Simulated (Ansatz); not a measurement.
`CN[SiH](C)F` + H₂S → `CN[SiH](C)S` + H–F at 700 K and 1 bar (ligand exchange at the Si–F bond).

Isolated molecules relaxed with PBE0-D4/def2-TZVP in Ansatz; ΔE leaves out vibrations. CCSD(T)/CBS adds triple-zeta CCSD(T) − MP2 to the extrapolated MP2 energy (def2 sets, frozen cores). This one scheme is used for every species. Each species was taken in one conformer, which may not be the lowest.

| species | CCSD(T)/CBS energy (Eh) | H − E (kJ/mol) | S (J/(mol·K)) |
| --- | --- | --- | --- |
| `CN[SiH](C)F` | -524.60225 | 359.0 | 489.6 |
| H₂S | -398.97279 | 64.8 | 236.9 |
| `CN[SiH](C)S` | -823.14471 | 386.2 | 526.7 |
| H–F | -100.39570 | 45.2 | 198.5 |

H − E and S are ideal-gas, rigid-rotor, harmonic terms from PBE0-D4/def2-TZVP, for one conformer and one mirror image of each species. 1 Eh = 2625.50 kJ/mol, R = 8.31446 J/(mol·K).

Question: By hand: ΔE, ΔH, ΔS and ΔG.

Answer: ΔE = (-823.14471) + (-100.39570) − (-524.60225) − (-398.97279) = 0.03463 Eh = 90.9 kJ/mol. Δ(H − E) = 386.2 + 45.2 − 359.0 − 64.8 = 7.6, so ΔH = 98.5 kJ/mol. ΔS = 526.7 + 198.5 − 489.6 − 236.9 = -1.3 J/(mol·K). ΔG = 98.5 − 700 × (-1.3)/1000 = 99.4 kJ/mol.

Question: By hand: the equilibrium constant, and the temperature at which ΔG would vanish if ΔH and ΔS stayed fixed.

Answer: log₁₀ K = −ΔG/(RT ln 10) = -7.4. ΔH and −TΔS have one sign here, so there is no such temperature.

The number of gas molecules stays the same, so ΔS is small and ΔH decides. A doubt of 5 kJ/mol in ΔE shifts log₁₀ K by 0.4 here. Other conformers and mirror images would add mixing entropy, several J/(mol·K) or more a flexible species. These are equilibria of isolated gas molecules and say nothing of rates. Largest T1 diagnostic: 0.010 (customary marks: 0.02 for closed shells, 0.045 for open ones).

ΔS is within the doubt of such terms, so its sign, and with it that verdict, could turn.
